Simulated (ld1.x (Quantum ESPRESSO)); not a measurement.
## Ga, RRKJ: configuration errors across variants

Ga, norm-conserving RRKJ (Kleinman–Bylander form), made with ld1.x (Quantum ESPRESSO) 7.5 (LDA (PZ), scalar-relativistic). Core [Ar] 3d10, reference 4s2 4p1. Waves: 4s (bound): rc 1.80 bohr; 4p (bound): rc 2.80 bohr; 4d channel at 0.25 Ry: rc 2.60 bohr. Local part: the d channel. Core correction: none. rho0 = 0.005.

All-electron excitation energies from the reference (eV): (1) 4s2 4p0 5.888; (2) 4s1 4p0 27.391; (3) 4s2 4p0.5 2.120; (4) 4s0 4p3 13.544; (5) 4s1 4p1 13.338; (6) 4s2 4p1.3 -0.578; (7) 4s1 4p2 6.612; (8) 4s2 4p1 spin -0.134; (9) 4s1 4p0 spin 27.084.

Spin tests fill each open shell by Hund’s rule, majority spin first.

1 further variants failed, have other tests or too few solved ones, and are left out.

A true bound ghost makes a file unfit for plane-wave use even where its test errors are small: the radial tests pick states by their node count and pass the ghost by.

Errors AE − PS in meV (a dash: test not solved or not reliable):

```csv
change,(1),(2),(3),(4),(5),(6),(7),(8),(9),bound ghosts
base,+1.8,+96,-0.6,+71,+4.5,-0.2,+13,+16,+404,p
wave 4d channel at 0.25 Ry: rc 2.60 bohr becomes 4d channel at -0.17 Ry: rc 2.60 bohr,+1.4,+94,-0.6,+71,+4.8,-0.2,+13,+16,+402,p
wave 4d channel at 0.25 Ry: rc 2.60 bohr becomes 4d channel at 0.09 Ry: rc 2.60 bohr,+1.6,+95,-0.6,+71,+4.9,-0.2,+13,+16,+403,p
wave 4d channel at 0.25 Ry: rc 2.60 bohr becomes 4d channel at 0.37 Ry: rc 2.60 bohr,+1.9,+97,-0.6,+70,+3.8,-0.2,+13,+16,+405,p
wave 4d channel at 0.25 Ry: rc 2.60 bohr becomes 4d channel at 0.75 Ry: rc 2.60 bohr,+2.2,+98,-1.0,+63,-4.3,-0.4,+11,+16,+406,p
wave 4d channel at 0.25 Ry: rc 2.60 bohr becomes 4d channel at 2.06 Ry: rc 2.60 bohr,+3.2,+100,+1.1,+98,+37,+0.4,+18,+16,+410,s
wave 4d channel at 0.25 Ry: rc 2.60 bohr becomes 4d channel at 6.17 Ry: rc 2.60 bohr,-8.2,+62,-2.8,+66,-10,-0.6,+11,+16,+360,"s, p"
```

(1) Give the same row for: wave 4d channel at 0.25 Ry: rc 2.60 bohr becomes 4d channel at -0.03 Ry: rc 2.60 bohr.

## Answers

(1) +1.4, +95, -0.6, +71, +4.9, -0.2, +13, +16, +402; bound ghosts: p.
